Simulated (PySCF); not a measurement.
Si(Cl)(I)2(OH) (ClHI2OSi), SMILES O[Si](Cl)(I)I. Atoms are numbered in the order given.

```xyz
6

O     -1.5748    -1.2913    -1.0256
Si    -0.5657    -0.5701     0.0794
Cl    -0.8624    -1.3596     1.9727
I      1.7006    -1.0497    -0.6780
I     -0.9893     1.8520     0.1960
H     -2.5242    -1.1021    -0.9004
```
Charge 0, spin multiplicity 1.

The structure is a stationary point at PBE-D3(BJ)/def2-SVP. The structure was generated by enumeration, and PubChem lists no compound with its InChIKey, so it may never have been made. The def2 effective core potentials stand for the cores of I; spin–orbit coupling is left out. One conformer was computed; it need not be the lowest.

These are PBE-D3(BJ)/def2-SVP (PySCF) values and carry that method's errors.

Frequencies are harmonic and unscaled.

Computed vibrational spectrum:
```json
[
 {"mode": "1", "ν (cm⁻¹)": "72", "IR (km/mol)": "4.3", "moving atoms (share of kinetic energy)": "I 68 %, Cl 12 %"},
 {"mode": "2", "ν (cm⁻¹)": "106", "IR (km/mol)": "8.7", "moving atoms (share of kinetic energy)": "Cl 54 %, I 22 %, O 12 %, H 11 %"},
 {"mode": "3", "ν (cm⁻¹)": "148", "IR (km/mol)": "22.6", "moving atoms (share of kinetic energy)": "H 36 %, Cl 27 %, I 27 %"},
 {"mode": "4", "ν (cm⁻¹)": "159", "IR (km/mol)": "14.4", "moving atoms (share of kinetic energy)": "Cl 34 %, H 22 %, Si 19 %, I 13 %, O 11 %"},
 {"mode": "5", "ν (cm⁻¹)": "200", "IR (km/mol)": "6.7", "moving atoms (share of kinetic energy)": "O 60 %, I 19 %, H 13 %"},
 {"mode": "6", "ν (cm⁻¹)": "224", "IR (km/mol)": "36.7", "moving atoms (share of kinetic energy)": "O 57 %, H 18 %, I 16 %"},
 {"mode": "7", "ν (cm⁻¹)": "307", "IR (km/mol)": "31.4", "moving atoms (share of kinetic energy)": "Si 34 %, O 27 %, Cl 26 %, I 10 %"},
 {"mode": "8", "ν (cm⁻¹)": "425", "IR (km/mol)": "188.9", "moving atoms (share of kinetic energy)": "Si 86 %, I 8 %"},
 {"mode": "9", "ν (cm⁻¹)": "552", "IR (km/mol)": "168.3", "moving atoms (share of kinetic energy)": "Si 62 %, Cl 34 %"},
 {"mode": "10", "ν (cm⁻¹)": "790", "IR (km/mol)": "262.2", "moving atoms (share of kinetic energy)": "H 64 %, O 28 %, Si 9 %"},
 {"mode": "11", "ν (cm⁻¹)": "904", "IR (km/mol)": "42.2", "moving atoms (share of kinetic energy)": "O 40 %, Si 36 %, H 23 %"},
 {"mode": "12", "ν (cm⁻¹)": "3727", "IR (km/mol)": "105.2", "moving atoms (share of kinetic energy)": "H 94 %"}
]
```
